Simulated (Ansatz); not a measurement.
Gas-phase electronic energies from Ansatz, PBE0-D4/def2-TZVP geometries. CCSD(T)/CBS adds triple-zeta CCSD(T) − MP2 to the extrapolated MP2 energy (def2 sets, frozen cores). This one scheme is used for every species. DFT in def2-TZVPP. B3LYP here is the variant with VWN-RPA as its local correlation; programs differ in this. For Ga outer-core shells are correlated without core-valence functions, which leaves a few kJ/mol of doubt a bond. Scalar relativity is left out up to krypton. Each species was taken in one conformer, which may not be the lowest.

Reaction (redistribution): `[SiH3][NH][GaH][SiH3]` + BH₃ → `[SiH3][GaH2]` + `BN[SiH3]`

```
             level  ΔE (kJ/mol)
         r2SCAN-D4        -81.2
          B3LYP-D4        -79.6
              PBE0        -88.2
    MP2/def2-TZVPP        -68.1
SCS-MP2/def2-TZVPP        -67.9
CCSD(T)/def2-TZVPP        -72.3
    MP2/def2-QZVPP        -66.7
    CCSD/CBS(def2)        -70.7
```

Task: What does CCSD(T)/CBS give? (Estimate.)

Result: The calculation gave: -69.8 kJ/mol. The listed levels differ from it by -11.4, -9.8, -18.4, 1.7, 1.9, -2.5, 3.1, -0.9 kJ/mol.

Largest T1 diagnostic among the species: 0.014.

The D4 term adds +6.1 kJ/mol with B3LYP and +3.6 kJ/mol with PBE0; it sums over pairs of atoms, weighted by their polarisabilities, and B3LYP, whose exchange is more repulsive, gets the larger term. In def2-TZVPP, CCSD(T) changes the Hartree–Fock value by +4.0 kJ/mol (the triples alone add +0.8 kJ/mol) and MP2 by +8.2 kJ/mol.
